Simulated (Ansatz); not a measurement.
# What each rung costs, and what it gives

The pair of Br⁻ (SMILES [Br-], atom 1) and CH4 (SMILES C, atoms 2–6), both closed shells, in one local arrangement (a lower one may exist), relaxed at PBE0-D4/def2-TZVPD:

Br1  (0.159, 0.019, -3.280)
C2  (-0.032, -0.004, 0.654)
H3  (0.026, 0.004, -0.439)
H4  (-1.022, -0.339, 0.967)
H5  (0.146, 1.003, 1.039)
H6  (0.723, -0.682, 1.058)
(Å)

Interaction energies are counterpoise-corrected; the time is that of the whole pair.

Computed with Ansatz 0.2.0 (basis: as named in each row); correlated methods freeze the cores. Filled d shells of the heavier atoms are correlated. The def2 sets are not built for correlating such inner shells, so the correlated values are less sure here. B3LYP uses VWN-RPA correlation. Extrapolation: Hartree–Fock as exp(−7.88 √X), correlation as X^−2.97.

Times are rough, for one single point on 2 threads of a shared host (Arm Neoverse V1).

The estimate by CCSD(T) at an estimated basis limit (MP2 extrapolated from triple and quadruple zeta, plus CCSD(T) − MP2 in triple zeta) is -2.57 kcal/mol.

| method | basis | time (s) | interaction energy (kcal/mol) | method less estimate |
| --- | --- | --- | --- | --- |
| HF | STO-3G | under 1 | -1.14 | 1.43 |
| PBE-D4 | STO-3G | under 1 | -3.84 | -1.27 |
| SPW92 | def2-SVP | under 1 | -4.75 | -2.19 |
| PBE-D4 | def2-SVP | under 1 | -3.65 | -1.08 |
| B3LYP-D4 | 6-31G | under 1 | -2.48 | 0.08 |
| PBE0-D4 | def2-SVP | under 1 | -3.31 | -0.74 |
| CCSD(T) | def2-SVP | 1 | -1.70 | 0.87 |
| revPBE-D4 | def2-TZVPPD | 2 | -2.72 | -0.15 |
| BLYP-D4 | def2-TZVPPD | 2 | -2.45 | 0.11 |
| PBE-D4 | def2-TZVPPD | 2 | -3.06 | -0.49 |
| PBE0-D4 | def2-TZVPPD | 2 | -2.81 | -0.24 |
| B3LYP-D4 | def2-TZVPPD | 3 | -2.50 | 0.07 |
| HSE06-D4 | def2-TZVPPD | 3 | -2.84 | -0.27 |
| wB97M-V | def2-SVP | 3 | -2.87 | -0.30 |
| r2SCAN-D4 | def2-TZVPPD | 4 | -2.50 | 0.07 |
| B2PLYP | def2-TZVPPD | 6 | -1.88 | 0.69 |
| wB97X-V | def2-TZVPPD | 6 | -2.44 | 0.12 |
| wB97M-V | def2-TZVPPD | 7 | -2.48 | 0.09 |
| B97M-V | def2-TZVPPD | 8 | -2.64 | -0.07 |
| MP2 | def2-QZVPPD | 13 | -2.47 | 0.10 |
| CCSD(T) | def2-TZVPPD | 39 | -2.20 | 0.37 |

T1 diagnostic: at most 0.008.
